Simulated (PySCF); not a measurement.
Isomers of CH13NOSi4.

All values: CAM-B3LYP/def2-SVPD (PySCF) at PBE0-D3(BJ)/def2-SVP geometries, gas phase, one conformer each. Core orbitals are frozen in the response; Δα² is half the sum of the squared differences of the principal polarisabilities.

(1) Rank by mean static polarisability, highest first.
A. `[CH3:1][NH:2][Si@H:3]([SiH3:4])[SiH2:5][O:6][SiH3:7]` with C1–N2–Si3–Si4 62°, N2–Si3–Si5–O6 70°, Si3–Si5–O6–Si7 -99°
B. `[CH3:1][SiH2:2][O:3][SiH2:4][N:5]([SiH3:6])[SiH3:7]` with C1–Si2–O3–Si4 87°, Si2–O3–Si4–N5 -145°, O3–Si4–N5–Si6 2°
C. `[CH3:1][O:2][Si:3]([SiH3:4])([SiH3:5])[SiH2:6][NH2:7]` with C1–O2–Si3–Si4 -57°, O2–Si3–Si6–N7 -170°, Si3–Si6–N7–H -55° and 163°
D. `[CH3:1][NH:2][Si@H:3]([SiH3:4])[SiH2:5][SiH2:6][OH:7]` with C1–N2–Si3–Si4 63°, N2–Si3–Si5–Si6 -32°, Si3–Si5–Si6–O7 75°, Si5–Si6–O7–H -165°

(2) Rank by polarisability anisotropy Δα, lowest first.
A. `[CH3:1][NH:2][Si@H:3]([SiH3:4])[SiH2:5][SiH2:6][OH:7]` with C1–N2–Si3–Si4 63°, N2–Si3–Si5–Si6 -32°, Si3–Si5–Si6–O7 75°, Si5–Si6–O7–H -165°
B. `[CH3:1][NH:2][Si@H:3]([SiH3:4])[SiH2:5][O:6][SiH3:7]` with C1–N2–Si3–Si4 62°, N2–Si3–Si5–O6 70°, Si3–Si5–O6–Si7 -99°
C. `[CH3:1][O:2][Si:3]([SiH3:4])([SiH3:5])[SiH2:6][NH2:7]` with C1–O2–Si3–Si4 -57°, O2–Si3–Si6–N7 -170°, Si3–Si6–N7–H -55° and 163°
D. `[CH3:1][Si@@H:2]([O:3][SiH3:4])[N:5]([SiH3:6])[SiH3:7]` with C1–Si2–O3–Si4 -12°, C1–Si2–N5–Si6 66°

(3) Rank by HOMO energy, highest first.
A. `[CH3:1][NH:2][Si@H:3]([SiH3:4])[SiH2:5][O:6][SiH3:7]` with C1–N2–Si3–Si4 62°, N2–Si3–Si5–O6 70°, Si3–Si5–O6–Si7 -99°
B. `[CH3:1][Si@@H:2]([O:3][SiH3:4])[N:5]([SiH3:6])[SiH3:7]` with C1–Si2–O3–Si4 -12°, C1–Si2–N5–Si6 66°
C. `[CH3:1][O:2][Si:3]([SiH3:4])([SiH3:5])[SiH2:6][NH2:7]` with C1–O2–Si3–Si4 -57°, O2–Si3–Si6–N7 -170°, Si3–Si6–N7–H -55° and 163°

## Answers

(1) D (21.45 Å³), C (21.21 Å³), A (20.23 Å³), B (18.63 Å³).

(2) C (2.16 Å³), B (2.52 Å³), D (3.76 Å³), A (7.64 Å³).

(3) A (-7.66 eV), C (-8.28 eV), B (-8.77 eV).

All values together:

```csv
SMILES,μ (D),HOMO (eV),LUMO (eV),α (Å³),Δα (Å³),ΔSCF removal energy (eV)
CN[Si@H]([SiH3])[SiH2]O[SiH3],1.63,-7.66,0.41,20.23,2.52,8.21
C[SiH2]O[SiH2]N([SiH3])[SiH3],1.03,-8.83,0.89,18.63,3.92,9.36
CO[Si]([SiH3])([SiH3])[SiH2]N,1.37,-8.28,0.15,21.21,2.16,8.81
CN[Si@H]([SiH3])[SiH2][SiH2]O,2.10,-7.71,0.35,21.45,7.64,8.23
C[Si@@H](O[SiH3])N([SiH3])[SiH3],1.17,-8.77,0.84,18.55,3.76,9.27
```

Conformers: `[CH3:1][NH:2][Si@H:3]([SiH3:4])[SiH2:5][O:6][SiH3:7]` with C1–N2–Si3–Si4 62°, N2–Si3–Si5–O6 70°, Si3–Si5–O6–Si7 -99°; `[CH3:1][SiH2:2][O:3][SiH2:4][N:5]([SiH3:6])[SiH3:7]` with C1–Si2–O3–Si4 87°, Si2–O3–Si4–N5 -145°, O3–Si4–N5–Si6 2°; `[CH3:1][O:2][Si:3]([SiH3:4])([SiH3:5])[SiH2:6][NH2:7]` with C1–O2–Si3–Si4 -57°, O2–Si3–Si6–N7 -170°, Si3–Si6–N7–H -55° and 163°; `[CH3:1][NH:2][Si@H:3]([SiH3:4])[SiH2:5][SiH2:6][OH:7]` with C1–N2–Si3–Si4 63°, N2–Si3–Si5–Si6 -32°, Si3–Si5–Si6–O7 75°, Si5–Si6–O7–H -165°; `[CH3:1][Si@@H:2]([O:3][SiH3:4])[N:5]([SiH3:6])[SiH3:7]` with C1–Si2–O3–Si4 -12°, C1–Si2–N5–Si6 66°.

Q: By how much does the ΔSCF value exceed −ε(HOMO) over the species that have both?

A: By 0.50 to 0.54 eV, 0.52 eV on average, over 5 species.
